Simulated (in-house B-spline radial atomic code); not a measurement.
Values are calculated unless marked as measured or tabulated.
## Ghost states of the separable form: Cu

Cu, [Ar] 3d10 4s1, non-relativistic PBE, spherical and spin-unpolarised, from an all-electron radial atomic-structure program (B-spline basis) (atomic units; all potentials screened as in the neutral atom).

Troullier-Martins channels: 4s (ε = -0.1631, r_c = 2.724 bohr), 3d (ε = -0.1916, r_c = 2.067 bohr). In the Kleinman-Bylander form one channel serves as the local potential, and each other channel l becomes |δV u><u δV|/<u|δV|u>, with δV = V_l − V_local and u the pseudo-orbital. Its strength is E_KB = <u|δV²|u>/<u|δV|u>. By the analysis of Gonze, Stumpf and Scheffler a spurious state lies below the reference level ε if E_KB > 0 and ε is above the second level of the local potential alone, or if E_KB < 0 and ε is above its first. The table's levels are those of angular momentum l in a sphere of 9 bohr, whose wall can lift a shallow ε a little above its free-atom value.

```
local  channel  <u δV u>  <u δV² u>        ε  first local level  second local level
    s        d   -5.3754     48.531  -0.1916             0.1166              0.3636
    d        s   0.22036     1.9863  -0.1624            -8.1464             -0.5841
```

Problem. Apply the rule to each row.

Solution. Local s, channel d: E_KB = -9.03, so ε = -0.1916 is set against 0.1166: no ghost. Local d, channel s: E_KB = +9.01, so ε = -0.1624 is set against -0.5841: a ghost.

Diagonalising the separable Hamiltonian gives:

```csv
local,channel,three lowest levels,"all-electron, two lowest valence levels"
s,d,"-0.1916, 0.1265, 0.3994","-0.1916, 0.1258"
d,s,"-2.4594, -0.1624, 0.0968","-0.1624, 0.0968"
```

Problem. Which choices of local channel are safe?

Solution. Free of ghosts: s. With d local the s channel has a ghost 2.30 hartree below ε, since the local potential binds more than one state below ε, and a repulsive term of rank one raises each level at most to the next, so it clears only one of them. Among the safe choices the second level, which tests transfer, is off by at most 0.8 millihartree (s local).
